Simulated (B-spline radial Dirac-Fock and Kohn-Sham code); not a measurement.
# As⁵⁺ 3p1/2: cross section and angular parameters

System: arsenic as As⁵⁺, configuration [Ar] 3d10; threshold 218.7 eV (orbital energy of the model). Level of theory: Dirac-Hartree-Slater photoionisation with a Latter tail; cross sections with all multipoles, angular parameters from the dipole term and its interference with E2; a B-spline atomic structure program.

For linearly polarised light dσ/dΩ = σ/(4π) [1 + β P₂(cos θ) + (δ + γ cos²θ) sin θ cos φ], with θ from the polarisation vector and φ the angle between the beam and the projection of the electron momentum on the plane normal to the polarisation.

| hν (eV) | σ (kb) | β | γ | δ |
| --- | --- | --- | --- | --- |
| 346 | 203 | 1.269 | 0.157 | 0.012 |
| 366 | 193 | 1.326 | 0.134 | 0.008 |
| 421 | 168 | 1.434 | 0.077 | 0.004 |
| 661 | 91.5 | 1.591 | -0.023 | 0.001 |
| 718 | 79.9 | 1.601 | -0.021 | 0.001 |
| 739 | ? | ? | ? | ? |
| 774 | 70.2 | 1.607 | -0.015 | 0.002 |
| 995 | 44.1 | 1.611 | 0.038 | 0.004 |
| 1000 | 43.7 | 1.611 | 0.039 | 0.004 |
| 1486.9 | 19.1 | 1.571 | 0.206 | 0.009 |
| 2160 | 7.91 | 1.494 | 0.427 | 0.018 |
| 2460 | 5.71 | 1.460 | 0.514 | 0.023 |
| 2490 | 5.53 | 1.456 | 0.522 | 0.024 |
| 2700 | 4.49 | 1.433 | 0.578 | 0.027 |
| 3330 | 2.58 | 1.368 | 0.726 | 0.038 |
| 4780 | 0.944 | 1.238 | 0.988 | 0.065 |
| 5414.7 | 0.658 | 1.189 | 1.077 | 0.077 |
| 6000 | 0.487 | 1.148 | 1.151 | 0.088 |
| 8047.8 | 0.200 | 1.024 | 1.353 | 0.127 |
| 9251.7 | 0.130 | 0.964 | 1.446 | 0.149 |
| 11800 | 0.0597 | 0.858 | 1.603 | 0.194 |
| 13500 | 0.0385 | 0.799 | 1.684 | 0.223 |

Q: Give the values at 739 eV.

A: σ = 76.1 kb, β = 1.604, γ = -0.019, δ = 0.001.

Values without a named source are computed, but for edge energies of neutral atoms, which are taken from tables.
